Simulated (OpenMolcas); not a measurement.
# neutral rhenium: effect of the active space

* Program: OpenMolcas 26.06
* Method: CASSCF or its RAS form
* Basis: ANO-RCC-VDZP
* Scalar Hamiltonian: DKH2, point nucleus
* Spin-orbit coupling: state interaction with AMFI integrals over the reference wave functions, term energies averaged over their components

A. 5 electrons in 5 orbitals (5d); 2S+1 = 6 even, 1 root; 2S+1 = 4 even, 24 roots; 2S+1 = 2 even, 75 roots (67 in the spin-orbit step); cost of the order of 40 core-seconds
B. 7 electrons in 6 orbitals (5d 6s); 2S+1 = 6 even, 6 roots; 2S+1 = 4 even, 52 roots; 2S+1 = 2 even, 53 roots; cost of the order of 90 core-seconds
C. 7 electrons in 9 orbitals (RAS2 5d 6s; RAS3 6p, at most 2 electrons); 2S+1 = 6 even, 6 roots; 2S+1 = 4 even, 50 roots kept (CI in the orbitals of an earlier block); 2S+1 = 2 even, 53 roots kept (CI in the orbitals of an earlier block); 2S+1 = 6 odd, 3 roots; 2S+1 = 8 odd, 3 roots kept (CI in the orbitals of an earlier block); cost roughly 2.7 core-minutes

Energies in cm-1 above 5d5 6s2 6S 5/2, the measured ground level; measured values from NIST Handbook of Basic Atomic Spectroscopic Data.

```
                 Level      A      B      C  Measured
        5d5 6s2 6S 5/2    0.0    0.0    0.0       0.0
 5d5 6s2 4G 7/2 [54 %]  20903  17900  18725          
       5d5 6s2 4G 11/2  21339  18320  19438     16307
        5d5 6s2 4G 9/2  21809  19205  19850     16619
 5d5 6s2 4P 1/2 [55 %]  24252  18970  18969          
 5d5 6s2 4D 7/2 [61 %]  26350  19541  21021          
 5d5 6s2 4D 1/2 [68 %]  28926  22564  23796          
 5d5 6s2 4D 3/2 [52 %]  29784  23585  24883          
5d5 6s2 2I 11/2 [71 %]  29962  26184  28470          
5d5 6s2 2I 13/2 [64 %]  31928  28188  30405
```

Deviations, from unrounded energies. A percentage is the sum of absolute deviations over the sum of measured energies, with the sign that they share, or ± where signs differ.

| Against measurement | Levels | A | B | C |
| --- | --- | --- | --- | --- |
| mean absolute deviation (cm-1) | 2 | 5100 | 2300 | 3200 |
| other terms of the ground configuration (%) | 2 | +31.0 | +14.0 | +19.3 |

B lies closest to measurement on these levels and A furthest from it. The largest miss of B in the table is 5d5 6s2 4G 9/2, by +2600 cm-1. The ranking rests on the paired levels alone, and a cruder setting can come out closer through cancelling errors.

The spin-orbit steps hold different terms of 5d5 6s2 (B lacks a 2D, a 2G, 4F; C lacks a 2D, a 2G), which shifts levels as well.

Among A to C the level of the table that moves most is 5d5 6s2 4D 7/2 [61 %], by 6800 cm-1 (lowest in B, highest in A).

Without dynamic correlation excited terms often stand tens of per cent too high (terms of higher spin than the ground term too low), and those without a measured partner can miss by more than the paired ones. Some high roots are left out of the spin-orbit mixing, which shifts the levels that they would mix with (holds for A). With the s shell closed, the reference lacks s² → p², s² → d² and s → d mixing, so excited terms can stand far too high and out of order, with CASPT2 too (holds for A). Configurations are named by rounded mean occupations; where the s occupation lies near a half they are strongly mixed, a name can repeat and a true partner stay unpaired (holds for B; C). Terms from blocks run as CI alone lack orbitals of their own (holds for C). Computed and measured levels are paired by configuration, term and J; levels that our copy of the source lacks, or whose pairing is in doubt (as where it misses far off the trend of its configuration), stay unpaired and out of the deviations. Only configurations of the active space appear. The table leaves out levels that lie high or whose names do not pair safely across all columns.

A share in square brackets marks a mixed level and gives the weight of the term that names it, the lowest over the columns.
